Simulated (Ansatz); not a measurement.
`F[CH2][AlH][GaH2]` + NH₃ → `[NH2][AlH][GaH2]` + `CF` at 298.15 K and 1 bar (ligand exchange at the Al–C bond).

Computed with Ansatz on PBE0-D4/def2-TZVP structures; ΔE is electronic, products minus reactants. CCSD(T)/CBS adds triple-zeta CCSD(T) − MP2 to the extrapolated MP2 energy (def2 sets, frozen cores). This one scheme is used for every species. For Ga outer-core shells are correlated without core-valence functions, which leaves a few kJ/mol of doubt a bond. Scalar relativity is left out up to krypton. Each species was taken in one conformer, which may not be the lowest.

```csv
species,CCSD(T)/CBS energy (Eh),H − E (kJ/mol),S (J/(mol·K))
`F[CH2][AlH][GaH2]`,-2306.75904,150.2,368.6
NH₃,-56.50880,100.5,192.4
`[NH2][AlH][GaH2]`,-2223.67811,140.1,340.1
`CF`,-139.63461,113.4,222.6
```

H − E and S are ideal-gas, rigid-rotor, harmonic terms from PBE0-D4/def2-TZVP, for one conformer and one mirror image of each species. 1 Eh = 2625.50 kJ/mol, R = 8.31446 J/(mol·K).

Problem. By hand: ΔE, ΔH, ΔS and ΔG.

Solution. ΔE = (-2223.67811) + (-139.63461) − (-2306.75904) − (-56.50880) = -0.04488 Eh = -117.8 kJ/mol. Δ(H − E) = 140.1 + 113.4 − 150.2 − 100.5 = 2.8, so ΔH = -115.0 kJ/mol. ΔS = 340.1 + 222.6 − 368.6 − 192.4 = 1.7 J/(mol·K). ΔG = -115.0 − 298.15 × (1.7)/1000 = -115.5 kJ/mol.

Problem. By hand: the equilibrium constant, and the temperature at which ΔG would vanish if ΔH and ΔS stayed fixed.

Solution. log₁₀ K = −ΔG/(RT ln 10) = 20.2. ΔH and −TΔS have one sign here, so there is no such temperature. One of them is within its doubt of zero, so this could turn.

The number of gas molecules stays the same, so ΔS is small and ΔH decides. A doubt of 5 kJ/mol in ΔE shifts log₁₀ K by 0.9 here. Other conformers and mirror images would add mixing entropy, several J/(mol·K) or more a flexible species. Modes under 60 cm⁻¹, often nearly free rotors, make the harmonic entropy too high. These are equilibria of isolated gas molecules and say nothing of rates. Largest T1 diagnostic: 0.013 (customary marks: 0.02 for closed shells, 0.045 for open ones).
